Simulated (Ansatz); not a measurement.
The Si1–Cl3 bond of ClHSi (SMILES [SiH]Cl) is stretched (multiplicity 1, the rest rigid).
Geometry at rest (charge 0, multiplicity 1):
```xyz
3

Si     0.78708    -0.22621     0.74860
H      1.83075    -0.49356    -0.33253
Cl    -0.75587     0.21533    -0.59693
```

Frozen-core correlation.

Codes used: Ansatz (Gaussian basis) for Hartree–Fock, density functionals and correlated methods. 

Energies above the point at 2.094 Å (the B3LYP-D3(BJ) bond length), FIC-MRCISD+Q on CASSCF(6,4)/cc-pV(D+d)Z (kcal/mol): 11.96 at 1.885 Å; 5.69 at 2.304 Å; 91.49 at 6.702 Å.

**Question.** Take the last value as the depth D of a Morse curve D(1 − e^(−a(R − R₀)))², fit a and R₀ to the two near points, and test it at 2.827 and 3.665 Å.

**Answer.** 
With D = 91.5, both near points (counted from the curve's value at 2.094 Å) are met by a = 1.42 Å⁻¹ and R₀ = 2.102 Å, so k = 2Da² = 371 kcal/(mol Å²). The curve then gives 37.9 and 72.8 kcal/mol; the level itself gives 38.1 and 77.4, so Morse is off by -0.2 and -4.6.

Doubts at one or more of the structures used: active orbitals that take no part (FIC-MRCISD+Q on CASSCF(6,4)/cc-pV(D+d)Z).

Ansatz is a first-principles code.
